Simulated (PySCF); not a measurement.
# Worked example: entropy of an ideal gas

MoO₂F₂, SMILES [Mo](=[O])(=[O])([F])[F], multiplicity 1.

The structure is a stationary point at PBE-D3(BJ)/def2-SVP. The spin state was assumed, not searched. The def2 effective core potentials stand for the cores of Mo; spin–orbit coupling is left out.

PBE-D3(BJ)/def2-SVP (PySCF) gives the harmonic wavenumbers 174, 227, 238, 264, 358, 695, 723, 1012, 1027 cm⁻¹ and the rotational temperatures 0.1850, 0.1635, 0.1490 K. The molar mass is 165.94 g/mol, the symmetry number 2, the spin multiplicity 1.

Task: Work out the entropy at 298.15 K and 1 atm in the rigid-rotor, harmonic-oscillator model.

Result: 
Translation (Sackur–Tetrode at 1 atm): S = R[1.5 ln M + 2.5 ln T − 1.16487] = 172.5 J/(mol K).
Rotation: q = (√π/σ) T^1.5/√(θA θB θC) = 68000, S = R[ln q + 3/2] = 105.0 J/(mol K).
Vibration: with u = 1.4388 ν/T, each mode gives R[u/(e^u − 1) − ln(1 − e^−u)]:
```tsv
ν (cm⁻¹)	modes	u	S (J/(mol K))
174	1	0.84	10.01
227	1	1.10	7.96
238	1	1.15	7.61
264	1	1.27	6.84
358	1	1.73	4.73
695	1	3.35	1.31
723	1	3.49	1.17
1012	1	4.88	0.37
1027	1	4.96	0.35
```
These are all the modes. Sum 40.3 J/(mol K).
Spin: R ln 1 = 0.0 J/(mol K).
Total 317.8 J/(mol K); the program's own thermochemistry gives 317.8. Translation makes up 54 % and vibration 13 %. Anharmonicity, hindered rotation and orbital degeneracy are left out.
